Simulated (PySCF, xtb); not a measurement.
Zn(NH3)4 (H₁₂N₄Zn), SMILES [NH3]->[Zn+2](<-[NH3])(<-[NH3])<-[NH3], charge +2.

GFN2-xTB in xtb at its own geometry gives an orbital gap of 6.66 eV.

Geometry: ωB97X-D3(BJ)/def2-SVP. The isomer is the one that the SMILES or the coordinates give; other isomers of the formula were not compared.

Problem. What does M06-2X/def2-TZVP (PySCF) give? (The exact figures need the calculation; the answer reports its results.)

Solution. gap 12.11 eV (levels -20.11 and -8.00 eV).
